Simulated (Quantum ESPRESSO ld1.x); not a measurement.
The run below uses ld1.x (Quantum ESPRESSO 7.5).

```
 &input
    zed=45.0,
    iswitch=1,
    rel=1,
    dft='PBE',
    config='[Kr] 4d6',
    verbosity='high',
    prefix='ld1',
    max_out_wfc=37,
    file_charge='ld1.rho',
 /
```

It prints:

```
     Program LD1 v.7.5 starts

     --------------------------- All-electron run ----------------------------

     scalar relativistic calculation

     atomic number is 45.00
     dft =PBE   lsd =0 sic =0 latt =0  beta=0.20 tr2=1.0E-14
     Exchange-correlation= PBE
                           (   1   4   3   4   0   0   0)
     mesh =2053 r(mesh) = 100.41760 a.u. xmin = -8.00 dx = 0.00800
     1 Ry =  13.60569312 eV, c = 137.03599908

     n l     nl                  e(Ry)          e(Ha)          e(eV)
     1 0     1S 1( 2.00)   -1696.042004885    -848.021002442 -23075.8270422
     2 0     2S 1( 2.00)    -248.216058991    -124.108029496  -3377.1515268
     2 1     2P 1( 6.00)    -222.729279943    -111.364639972  -3030.3862324
     3 0     3S 1( 2.00)     -46.579488692     -23.289744346   -633.7462290
     3 1     3P 1( 6.00)     -38.200795926     -19.100397963   -519.7483064
     4 0     4S 1( 2.00)      -8.712386159      -4.356193080   -118.5380525
     4 1     4P 1( 6.00)      -6.326309137      -3.163154569    -86.0738207
     3 2     3D 1(10.00)     -24.807860294     -12.403930147   -337.5281342
     4 2     4D 1( 6.00)      -2.904018425      -1.452009212    -39.5111835

     final scf error:  7.1E-15 reached in  24 iterations

     Etot =   -9563.862750 Ry,   -4781.931375 Ha, -130122.981642 eV

     Ekin =    9905.275813 Ry,    4952.637906 Ha,  134768.143007 eV
     Encl =  -22973.612959 Ry,  -11486.806480 Ha, -312571.927849 eV
     Eh   =    3779.230034 Ry,    1889.615017 Ha,   51419.044084 eV
     Exc  =    -274.755637 Ry,    -137.377819 Ha,   -3738.240884 eV

     normalization and overlap integrals

     s(1S/1S) =  1.000000  <r> =   0.0326  <r2> =    0.0014  r(max) =   0.0212
     s(1S/2S) = -0.010494
     s(1S/3S) = -0.004301
     s(1S/4S) = -0.001831
     s(2S/2S) =  1.000000  <r> =   0.1419  <r2> =    0.0237  r(max) =   0.1202
     s(2S/3S) = -0.002613
     s(2S/4S) = -0.001074
     s(2P/2P) =  1.000000  <r> =   0.1237  <r2> =    0.0187  r(max) =   0.0961
     s(2P/3P) = -0.002135
     s(2P/4P) = -0.000810
     s(3S/3S) =  1.000000  <r> =   0.3906  <r2> =    0.1746  r(max) =   0.3511
     s(3S/4S) = -0.000701
     s(3P/3P) =  1.000000  <r> =   0.3904  <r2> =    0.1771  r(max) =   0.3455
     s(3P/4P) = -0.000580
     s(4S/4S) =  1.000000  <r> =   0.9727  <r2> =    1.0704  r(max) =   0.8810
     s(4P/4P) =  1.000000  <r> =   1.0641  <r2> =    1.2932  r(max) =   0.9393
     s(3D/3D) =  1.000000  <r> =   0.3703  <r2> =    0.1639  r(max) =   0.2921
     s(3D/4D) = -0.000357
     s(4D/4D) =  1.000000  <r> =   1.3683  <r2> =    2.2073  r(max) =   1.1111

     ------------------------ End of All-electron run ------------------------
```

Run on one thread of a shared host, so times are rough (Intel(R) Xeon(R) Processor @ 2.60GHz): 0.58 s of CPU time, 0.6 s wall, 24 iterations on 2053 mesh points.
